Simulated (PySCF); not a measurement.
## Electronic structure of Ge²⁺ (germanium, charge +2) at the PBE0 level

Configuration: [Ar] 3d9 4s2 4p1, one real determinant (an excited configuration). Computed with PySCF 2.14 in x2c-QZVPPall (11s8p5d4f1g, 97 functions), with scalar relativity by spin-free X2C-1e.

| Property | Result |
| --- | --- |
| Total energy | -2096.479 hartree |
| One-electron energy | -2885.901 hartree |
| Hartree (Coulomb) energy | 868.326 hartree |
| Exchange-correlation energy | -78.904 hartree |
| ⟨S²⟩ | 2.0036 |
| ⟨L²⟩ | 8.013 |
| Sum of ⟨r⟩ | 18.85 bohr |
| Sum of ⟨r²⟩ | 22.80 bohr² |
| Traceless quadrupole moment −½Σ⟨3z² − r²⟩ along its main axis | -2.02 e·bohr² |
| Langevin diamagnetic susceptibility | -18.1 ×10⁻⁶ cm³/mol |

| shell | electrons | mean orbital energy (eV) | spread (eV) | rms radius, mean of both spins (bohr) |
| --- | --- | --- | --- | --- |
| 1s α | 1 | -11040.2 | 0 | 0.0542 |
| 1s β | 1 | -11040.1 | 0 | 0.0542 |
| 2s α | 1 | -1426.2 | 0 | 0.228 |
| 2s β | 1 | -1425.2 | 0 | 0.228 |
| 2p α | 3 | -1249.4 | 1.603 | 0.203 |
| 2p β | 3 | -1248.5 | 0.484 | 0.203 |
| 3s α | 1 | -209.56 | 0 | 0.664 |
| 3s β | 1 | -207.46 | 0 | 0.664 |
| 3p α | 3 | -154.73 | 2.551 | 0.693 |
| 3p β | 3 | -152.46 | 0.263 | 0.693 |
| 3d α | 5 | -64.852 | 3.007 | 0.781 |
| 3d β | 4 | -63.248 | 1.071 | 0.781 |
| 4s α | 1 | -34.531 | 0 | 1.98 |
| 4s β | 1 | -32.900 | 0 | 1.98 |
| 4p α | 1 | -24.507 | 0 | 2.31 |

⟨L²⟩ = 8.01 against 12 for a pure F term, so this real determinant mixes terms.

Densities and radii are taken from the X2C orbitals without a picture-change correction, which distorts them close to the nucleus.
